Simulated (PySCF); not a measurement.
A side-by-side comparison of computed properties.

First species: C4H5F3O2.
InChI=1S/C4H5F3O2/c5-4(6,7)9-3-1-2-8-3/h3H,1-2H2/t3-/m1/s1

Second species: C6H9NS.
Z-matrix (Å and degrees, GFN2-xTB geometry), rows numbered from 1:
```
C 
N   1  1.4268
C   2  1.2535  1  120.82
C   3  1.4887  2  121.00  1  -178.75
C   4  1.5363  3  112.38  2  -126.99
C   5  1.4988  4  108.26  3  -101.99
C   6  1.3237  5  115.77  4   -11.17
S   7  1.7499  6  115.15  5     1.32
H   1  1.0906  2  108.19  3  -122.52
H   1  1.0989  2  113.72  3    -0.49
H   1  1.0906  2  107.92  3   121.20
H   3  1.1013  2  123.67  1    -0.01
H   4  1.0894  3  109.51  2    -0.33
H   5  1.0931  4  109.93  3    19.61
H   5  1.0943  4  110.48  3   137.98
H   6  1.0765  5  120.15  4   170.61
H   7  1.0734  6  127.73  5  -178.10
```

Levels: PBE0/def2-SVPD for dipole moment, HOMO energy, LUMO energy, HOMO–LUMO gap, static isotropic polarisability and electronic spatial extent ⟨r²⟩ about the centre of nuclear charge; TDDFT PBE0/def2-SVPD for lowest singlet excitation; TDA PBE0/def2-SVPD for lowest triplet excitation (Tamm–Dancoff); GFN2-xTB for rotational constant A and rotational constant C. Geometries: GFN2-xTB. Each structure is a single optimised conformer of the isolated species, non-relativistic unless stated. Electronic properties by PySCF.

Dipoles, sizes and rotational constants follow the conformer. The torsions of the flexible species, by atom-mapped SMILES:
- `[F:1][C:2]([F:3])([F:4])[O:5][C@@H:6]1[CH2:7][CH2:8][O:9]1`: F1–C2–O5–C6 -65°, C2–O5–C6–C7 177°
- `[CH3:1]/[N:2]=[CH:3]/[C@@H:4]1[CH2:5][CH:6]=[CH:7][S:8]1`: N2–C3–C4–C5 -127°

Q: Which has the higher HOMO energy?

A: The second: -6.02 eV against -8.49 eV, a difference of 2.47 eV.

Q: Which of the two has the higher rotational constant A, and by how much?

A: The first: 3.717 GHz against 3.700 GHz, a difference of 0.017 GHz.

Q: Which of the two has the higher ⟨r²⟩, and by how much?

A: The second: 1340 bohr² against 1176 bohr², a difference of 164 bohr².

Q: Which has the higher HOMO–LUMO gap?

A: The first: 9.06 eV against 5.52 eV, a difference of 3.54 eV.

Q: Which has the higher rotational constant C?

A: The first: 0.989 GHz against 0.897 GHz, a difference of 0.092 GHz.

Q: Which has the higher dipole moment?

A: The first: 3.94 D against 2.14 D, a difference of 1.80 D.

Q: Which of the two has the higher S1 energy, and by how much?

A: The first: 7.79 eV against 4.32 eV, a difference of 3.47 eV.

Q: Which of the two has the higher LUMO energy, and by how much?

A: The first: 0.57 eV against -0.50 eV, a difference of 1.07 eV.

On the first: S1 lies 1.27 eV below the HOMO–LUMO gap; its leading configuration is HOMO→LUMO, weight 0.73. The principal polarisabilities are 50.4, 52.8 and 66.5 au; their mean is the isotropic value.

On the second: A dipole of 2.14 D is allowed in C1, and pure rotational transitions are dipole-allowed. S1 lies 1.20 eV below the HOMO–LUMO gap; its leading configuration is HOMO→LUMO, weight 0.92.
